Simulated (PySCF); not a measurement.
Here is a computed PBE0-D3(BJ)/def2-SVP geometry (Å):
```
atom  x, y, z in Å
C1    -1.4287   -0.9373    0.9731
C2    -0.9053    0.3121    0.2657
C3    -0.4699    0.0131   -1.1304
P4     1.0075    0.0390   -1.9113
C5     2.1540    0.6004   -0.5010
F6     3.4118    0.6284   -0.9487
F7     1.8661    1.8270   -0.0471
F8     2.1276   -0.2270    0.5526
H9    -0.6258   -1.6819    1.0781
H10   -2.2548   -1.4049    0.4152
H11   -1.7976   -0.6871    1.9788
H12   -1.7118    1.0654    0.2095
H13   -0.0959    0.7638    0.8524
H14   -1.2819   -0.3260   -1.7922
```

Neutral, closed shell.

Problem. Which heavy atoms are bonded, and with what formal order?

Solution. C1–C2 1.53 Å (single); C2–C3 1.49 Å (single); C3–P4 1.67 Å (double); P4–C5 1.90 Å (single); C5–F6 1.34 Å (single); C5–F7 1.34 Å (single); C5–F8 1.34 Å (single). Bonds to hydrogen (Å): C1–H9 1.10; C1–H10 1.10; C1–H11 1.10; C2–H12 1.11; C2–H13 1.10; C3–H14 1.10. The orders are those of one drawing; other resonance forms can be drawn.

Problem. Write the SMILES.

Solution. `CC/C=P\C(F)(F)F`, C4H6F3P. Among its features: CF3 group and C–F bond.

Problem. What is the point group of this geometry?

Solution. C1 (no symmetry element, even within 0.4 Å).

Problem. Describe the place of each heavy atom.

Solution. C1: methyl carbon; C2: chain CH2 carbon; C3: carbon bonded to C, P and H; P4: phosphorus bonded to 2 C; C5: CF3 carbon; F6/F7/F8: fluorine of a CF3 group.

Problem. What is the arrangement about C1?

Solution. It has 4 neighbours (C2, H9, H10, H11) and is tetrahedral (angles from 107.9° to 111.7°).

Problem. What is the arrangement about P4?

Solution. It has 2 neighbours (C3, C5) and is bent (angle 101.0°).
